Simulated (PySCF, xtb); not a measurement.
Br5W, SMILES [Br][W+]([Br])([Br])([Br])[Br], charge +1, multiplicity 1.

GFN2-xTB (xtb) at its own geometry gives an orbital gap of 2.32 eV.

Coordinates come from a B3LYP-D3(BJ)/def2-SVP optimisation. The multiplicity is an assumed one; other spin states were not compared. The def2 effective core potentials stand for the cores of W; spin–orbit coupling is left out.

Task: What does PBE0/def2-TZVP run with PySCF give? (The exact figures need the calculation; the answer reports its results.)

Result: gap 3.31 eV (levels -12.90 and -9.59 eV).
